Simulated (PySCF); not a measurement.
**[LiI2]-: breathing scan**

Computed with PBE0 in PySCF with Li def2-TZVPD, I def2-TZVPD with ECP28; scalar-relativistic core potentials, no spin–orbit coupling; density-fitted integrals.

Rigid scan from the singlet minimum (Li–I 2.540 Å (×2); I–Li–I 180.0°). Coordinate: all bonds to the central atom scaled together. Energies in kJ/mol from the minimum.

Q: Predict the curve at 0.88, 0.92, 0.96, 1.00, 1.04, 1.08, 1.14, 1.22, 1.35.

A: 
```csv
scale of all bonds to the centre,E (kJ/mol)
0.88,47.8
0.92,18.7
0.96,4.1
1.00,0.0
1.04,3.4
1.08,12.1
1.14,31.6
1.22,64.0
1.35,121.1
```

Other isomers or separated fragments may lie lower.

The scan took about 60 core-seconds on a shared host.
